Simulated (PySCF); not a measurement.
Two-photon absorption: `C#Cc1ccc(-c2ccc(-c3ccco3)o2)o1`, C$_{14}$H$_{8}$O$_{3}$

Molfile (atoms numbered from 1):
```
C14H8O3
     RDKit          3D

 25 27  0  0  0  0  0  0  0  0999 V2000
   -6.3764    0.7031   -0.1536 C   0  0  0  0  0  0  0  0  0  0  0  0
   -5.2578    0.2956    0.0106 C   0  0  0  0  0  0  0  0  0  0  0  0
   -3.9539   -0.1831    0.2051 C   0  0  0  0  0  0  0  0  0  0  0  0
   -3.5225   -1.3883    0.7102 C   0  0  0  0  0  0  0  0  0  0  0  0
   -2.1188   -1.3437    0.6853 C   0  0  0  0  0  0  0  0  0  0  0  0
   -1.7806   -0.1130    0.1655 C   0  0  0  0  0  0  0  0  0  0  0  0
   -0.5014    0.4756   -0.0883 C   0  0  0  0  0  0  0  0  0  0  0  0
   -0.1639    1.7054   -0.6076 C   0  0  0  0  0  0  0  0  0  0  0  0
    1.2396    1.7508   -0.6306 C   0  0  0  0  0  0  0  0  0  0  0  0
    1.6740    0.5465   -0.1247 C   0  0  0  0  0  0  0  0  0  0  0  0
    2.9986    0.0408    0.0831 C   0  0  0  0  0  0  0  0  0  0  0  0
    3.4345   -1.1613    0.5871 C   0  0  0  0  0  0  0  0  0  0  0  0
    4.8444   -1.1078    0.5586 C   0  0  0  0  0  0  0  0  0  0  0  0
    5.1648    0.1115    0.0439 C   0  0  0  0  0  0  0  0  0  0  0  0
    4.0577    0.8147   -0.2472 O   0  0  0  0  0  0  0  0  0  0  0  0
    0.6163   -0.2301    0.2054 O   0  0  0  0  0  0  0  0  0  0  0  0
   -2.8932    0.5924   -0.1260 O   0  0  0  0  0  0  0  0  0  0  0  0
   -7.3561    1.0507   -0.2919 H   0  0  0  0  0  0  0  0  0  0  0  0
   -4.1446   -2.1912    1.0499 H   0  0  0  0  0  0  0  0  0  0  0  0
   -1.4344   -2.1031    1.0026 H   0  0  0  0  0  0  0  0  0  0  0  0
   -0.8486    2.4643   -0.9258 H   0  0  0  0  0  0  0  0  0  0  0  0
    1.8619    2.5530   -0.9694 H   0  0  0  0  0  0  0  0  0  0  0  0
    2.8177   -1.9666    0.9280 H   0  0  0  0  0  0  0  0  0  0  0  0
    5.5241   -1.8712    0.8768 H   0  0  0  0  0  0  0  0  0  0  0  0
    6.1078    0.5791   -0.1592 H   0  0  0  0  0  0  0  0  0  0  0  0
  1  2  3  0
  2  3  1  0
  3  4  2  0
  4  5  1  0
  5  6  2  0
  6  7  1  0
  7  8  2  0
  8  9  1  0
  9 10  2  0
 10 11  1  0
 11 12  2  0
 12 13  1  0
 13 14  2  0
 14 15  1  0
 10 16  1  0
  6 17  1  0
 17  3  1  0
 16  7  1  0
 15 11  1  0
  1 18  1  0
  4 19  1  0
  5 20  1  0
  8 21  1  0
  9 22  1  0
 12 23  1  0
 13 24  1  0
 14 25  1  0
M  END
```

Computed with TDDFT wB97X-D/def2-SVPD excited states, vertical, gas phase in PySCF. Geometry: GFN2-xTB.

Problem. How strongly do the lowest singlets absorb one photon, and two photons of half the energy?

Solution. δ for parallel linear polarisation; σ at the peak of a Lorentzian of half width 0.1 eV, single beam; Ω is circular over linear.
```tsv
state	E (eV)	f	photon λ (nm)	δ (au)	σ (GM)	Ω	main
S1	3.64	1.148	682	362	1.75	0.67	HOMO→LUMO 0.94
S2	4.86	0.019	510	10800	93.72	0.69	HOMO→LUMO+1 0.80, HOMO−1→LUMO 0.13
S3	5.32	0.004	466	85400	884.98	0.67	HOMO−1→LUMO 0.77, HOMO→LUMO+1 0.10
S4	5.34	0.000	464	3.59	0.04	0.87	HOMO→LUMO+2 0.31, HOMO→LUMO+4 0.22
S5	5.71	0.132	434	1420	16.97	0.66	HOMO→LUMO+3 0.67, HOMO−1→LUMO+1 0.10
```

Among these, the strongest one-photon state is S1, the strongest two-photon state S3, with a dipole change of 0.8 D (relaxed, norm of the difference vector).
